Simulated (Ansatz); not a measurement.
Calculated with Ansatz (gas phase, PBE0-D4/def2-TZVP geometries, no zero-point term in ΔE). CCSD(T)/CBS is the MP2 limit (def2-TZVPP, def2-QZVPP) plus CCSD(T) − MP2 in def2-TZVPP, frozen cores. One conformer a species, not always the lowest.

Reaction (cleavage of the Si–B bond): `[SiH3]B([SiH3])[SiH3]` + `CC#CS` → `CC#CS[SiH3]` + `[SiH3]B[SiH3]`

```json
{"species": "`[SiH3]B([SiH3])[SiH3]`", "HF/def2-TZVPP energy (Eh)": "-896.70712"}
{"species": "`CC#CS`", "HF/def2-TZVPP energy (Eh)": "-513.45418"}
{"species": "`CC#CS[SiH3]`", "HF/def2-TZVPP energy (Eh)": "-803.58494"}
{"species": "`[SiH3]B[SiH3]`", "HF/def2-TZVPP energy (Eh)": "-606.60341"}
```

Task: Work out ΔE.

Result: ΔE = (-803.58494) + (-606.60341) − (-896.70712) − (-513.45418) = -0.02705 Eh = -0.74 eV. CCSD(T)/CBS gives -0.61 eV.

Largest T1 diagnostic among the species: 0.015.

In def2-TZVPP, CCSD(T) changes the Hartree–Fock value by +0.14 eV (the triples alone add +0.01 eV) and MP2 by +0.04 eV. From PBE to PBE0 (25 % exact exchange), in def2-TZVPP and without D4, ΔE moves by −0.05 eV.
